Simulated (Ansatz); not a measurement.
Cartesian coordinates in Å:
```
C 0.552 0.781 0.119
C -0.744 0.140 -0.367
Al -0.858 -1.824 -0.131
Br 0.899 -2.848 0.923
H 1.423 0.383 -0.407
H 0.541 1.865 -0.036
H 0.717 0.603 1.183
H -1.616 0.562 0.148
H -0.914 0.338 -1.432
```

The species carries charge 0 and has multiplicity 2.

Question: List the PBE/def2-TZVPP orbital energies in eV (Ansatz). (Best estimate.)

Answer: Computed: α occupied: -13088.52, -1681.65, -1516.00, -1515.97, -1515.96, -1507.39, -268.94, -268.87, -228.44, -170.54, -170.44, -170.41, -107.56, -69.62, -69.52, -69.42, -67.23, -67.20, -67.18, -67.10, -67.10, -18.89, -18.67, -15.18, -10.93, -10.64, -9.51, -9.19, -8.51, -7.29, -7.27, -7.14, -4.65. α empty: -2.34, -0.39, 0.07, 1.23, 1.68, 1.92, 2.23, 2.29. β occupied: -13088.51, -1681.65, -1515.99, -1515.97, -1515.95, -1507.34, -268.87, -268.86, -228.43, -170.53, -170.44, -170.40, -107.48, -69.55, -69.43, -69.32, -67.21, -67.19, -67.16, -67.10, -67.10, -18.82, -18.60, -15.10, -10.90, -10.52, -9.35, -9.08, -8.49, -7.26, -7.14, -6.91. β empty: -3.27, -1.72, -0.12, 0.47, 1.52, 1.78, 2.05, 2.43. ⟨S²⟩ = 0.752.
